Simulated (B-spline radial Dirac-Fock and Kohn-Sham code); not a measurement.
# Electron momentum distribution of Sc¹⁵⁺: Compton profiles

System: Sc¹⁵⁺, [He] 2s2 2p2.

The computed values come from a radial atomic solver: the impulse approximation on relativistic Hartree-Fock (Dirac-Fock) wave functions, averaged over the configuration. pz is in atomic units of momentum; subshell profiles are per electron, for a selection of subshells; open shells are spread over both j values by their weights.

| pz | J total | J 2s1/2 | J 2p1/2 | J 2p3/2 |
| --- | --- | --- | --- | --- |
| 0 | 0.5245 | 0.147 | 0.0743 | 0.0748 |
| 0.3 | 0.5222 | 0.145 | 0.0743 | 0.0748 |
| 0.4 | 0.5204 | 0.145 | 0.0743 | 0.0748 |
| 0.5 | 0.5182 | 0.143 | 0.0743 | 0.0748 |
| 0.6 | 0.5154 | 0.142 | 0.0743 | 0.0748 |
| 0.8 | 0.5085 | 0.139 | 0.0743 | 0.0747 |
| 1 | 0.4998 | 0.135 | 0.0742 | 0.0747 |
| 1.2 | 0.4894 | 0.130 | 0.0741 | 0.0745 |
| 1.4 | 0.4776 | 0.124 | 0.0739 | 0.0744 |
| 1.6 | 0.4645 | 0.118 | 0.0737 | 0.0741 |
| 1.8 | 0.4503 | 0.111 | 0.0733 | 0.0737 |
| 2 | 0.4352 | 0.105 | 0.0728 | 0.0732 |
| 2.5 | 0.3949 | 0.0869 | 0.0710 | 0.0714 |
| 3 | 0.3531 | 0.0695 | 0.0683 | 0.0686 |
| 4 | 0.2741 | 0.0402 | 0.0601 | 0.0602 |
| 5 | 0.2097 | 0.0208 | 0.0495 | 0.0495 |
| 7 | 0.1275 | 0.00561 | 0.0288 | 0.0286 |
| 10 | 0.07096 | 0.00357 | 0.0103 | 0.0102 |
| 15 | 0.03135 | 0.00248 | 0.00175 | 0.00169 |
| 20 | 0.01432 | 0.00114 | 0.000353 | 0.000335 |
| 30 | 0.003337 | 0.000224 | 2.66e-05 | 2.43e-05 |
| 40 | 0.0009468 | 5.62e-05 | 3.70e-06 | 3.22e-06 |
| 60 | 0.0001283 | 6.76e-06 | < 1e-6 | < 1e-6 |

J(0) = 0.5245. The 2s1/2 subshell gives the largest part, 56 %.

Mean momentum ⟨p⟩ by subshell (a.u.): 1s1/2 17.7, 2s1/2 6.23, 2p1/2 8.37, 2p3/2 8.31.
